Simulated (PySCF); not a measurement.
This script is equivalent to a calculation on Ne²⁺ (neon, charge +2).

```python
from pyscf import gto, scf, dft, mp, cc
import basis_set_exchange as bse
mol = gto.M(atom="Ne 0 0 0", charge=2, spin=2, symmetry="D2h",
            basis=gto.basis.parse(bse.get_basis("cc-pVDZ", elements=["Ne"], fmt="nwchem", header=False)))
mf = scf.UHF(mol)
mf.irrep_nelec = {'Ag': (2, 2), 'B1u': (1, 0), 'B2u': (1, 1), 'B3u': (1, 0)}
mf.kernel()
```

Q: What total energy does it give?

A: -126.31746 hartree (calculated).

Q: Which occupied shell lies highest, and where?

A: 2p β, at -63.977 eV.

Q: What is ⟨S²⟩, and what would a pure spin state give?

A: 2.003, against 2.00.
